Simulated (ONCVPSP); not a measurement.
## Configuration tests for Mg (ONCV)

magnesium, optimised norm-conserving Vanderbilt (ONCV), made with ONCVPSP 4.0.1 (PBE, scalar-relativistic). Core [Ne], reference 3s2. Waves: 3s: rc 2.80 bohr, ncon 4, nbas 7, qcut 1.8 1/bohr, 2 projectors, debl 0.7 Ha; p scattering state at 0.02 Ha: rc 2.65 bohr, ncon 4, nbas 7, qcut 3.2 1/bohr, 2 projectors, debl 0.5 Ha. Local part: polynomial inside 2.00 bohr (lpopt 4, dvloc0 1 Ha). Core correction: Teter function, fcfact 2.25, rcfact 1.45.

In the p channel the program set the typed energies aside and used 0.050, 0.550 Ha.

Energies are relative to the spin-unpolarised reference configuration 3s2; without spin polarisation the order of configurations can differ from experiment.

**Question.** Give the all-electron excitation energy and the error of the potential for: 3s1; 3s1.5; 3s1 3p1; 3s0 3p2.

**Answer.**

```tsv
valence configuration	charge	ΔE all-electron (eV)	error AE − PS (meV)
3s1	+1	7.960	-11
3s1.5	+0.5	3.144	-2.4
3s1 3p1	0	3.491	-8.6
3s0 3p2	0	7.183	-31
```

Levels in the configuration 3s1:

```tsv
level	all-electron (eV)	pseudo (eV)
3s	-11.378	-11.400
```
